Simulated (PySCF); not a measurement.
**Computed properties of TaOF3, SMILES [F][Ta]([F])([F])=[O], multiplicity 1**

TaOF₃, SMILES [O]=[Ta]([F])([F])[F], multiplicity 1. Coordinates come from a B3LYP-D3(BJ)/def2-SVP optimisation. The spin state was assumed, not searched. The isomer is the one that the SMILES or the coordinates give; other isomers of the formula were not compared. The def2 effective core potentials stand for the cores of Ta; spin–orbit coupling is left out. Other conformers were not sampled. All values are computed for the isolated molecule unless a solvent is named; none is compared with measurement here.

**Structure.** The optimised structure has C3v symmetry. All 9 harmonic modes at B3LYP-D3(BJ)/def2-SVP (PySCF) are real, so it is a minimum. With heavy atoms numbered as in [Ta:1](=[O:2])([F:3])([F:4])[F:5], the shortest bond between them is Ta1–O2 at 1.718 Å and the longest Ta1–F3 at 1.882 Å.

**Vibrations.** The strongest infrared lines (harmonic, unscaled, degenerate partners summed) lie at 704 cm⁻¹ (257 km/mol, F 85 %, Ta 15 %), 1020 cm⁻¹ (125 km/mol, O 91 %, Ta 8 %), 701 cm⁻¹ (47 km/mol, F 97 %). The softest mode is at 162 cm⁻¹ and the zero-point energy is 5.9 kcal/mol.

**Electronic structure.** PBE0/def2-TZVP (PySCF) places the frontier levels at -10.31 and -1.78 eV, a gap of 8.53 eV, and gives a dipole moment of 1.86 D and a mean polarisability of 34.8 bohr³. PBE/def2-TZVP (PySCF) at the same geometry gives -8.65 and -2.61 eV, so its gap is 2.49 eV narrower. An orbital gap is neither the optical nor the fundamental gap.

**Excitations.** TDA-CAM-B3LYP/def2-SVPD (PySCF) has S1 at 6.52 eV (190 nm, f = 0.000, dark); the most intense of the 10 singlets computed lies at 8.04 eV (f = 0.04). Strengths of degenerate partners are summed. T1 (TDA) is at 5.96 eV, 0.56 eV under S1. No vertical singlet excitation falls in the visible range (under 3.1 eV).
